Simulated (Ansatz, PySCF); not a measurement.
Gas-phase reaction in SMILES: CCF -> [CH2]C + F atom (the C-F bond at the site shown breaks; other sites are not compared here)
Geometries: B3LYP-D3(BJ)/def2-TZVP minima from Ansatz (a program for electronic structure).

Wanted: bond dissociation energy (0 K, with B3LYP-D3(BJ) harmonic zero-point energies from PySCF), in kcal/mol. Cores are frozen in the correlated levels unless marked. Open shells are spin-unrestricted. Spin-orbit coupling is left out. Non-relativistic. CBS(X,Y): correlation extrapolated as X^-3; Hartree-Fock from the larger set. The bracket is a focal-point correction in the basis named.

Level to compare with: RI-MP2/CBS(aug-cc-pVTZ,aug-cc-pVQZ)+[CCSD(T)-MP2]/aug-cc-pVTZ (Ansatz), 112.5 kcal/mol. It is a level with limits of its own, and the differences hold the functionals' basis error too.

Question: Rank these functionals by how close they come to RI-MP2/CBS(aug-cc-pVTZ,aug-cc-pVQZ)+[CCSD(T)-MP2]/aug-cc-pVTZ, closest first: wB97X-V/def2-TZVPD (Ansatz); PBE0/def2-TZVPD (Ansatz); PBE/def2-TZVPD (Ansatz); r2SCANh/def2-TZVPD (Ansatz).

Answer: wB97X-V/def2-TZVPD (range-separated hybrid with VV10, 112.0 kcal/mol, difference -0.5), PBE/def2-TZVPD (GGA, 114.4 kcal/mol, difference 1.9), PBE0/def2-TZVPD (global hybrid, 108.1 kcal/mol, difference -4.4), r2SCANh/def2-TZVPD (hybrid meta-GGA, 104.9 kcal/mol, difference -7.6)
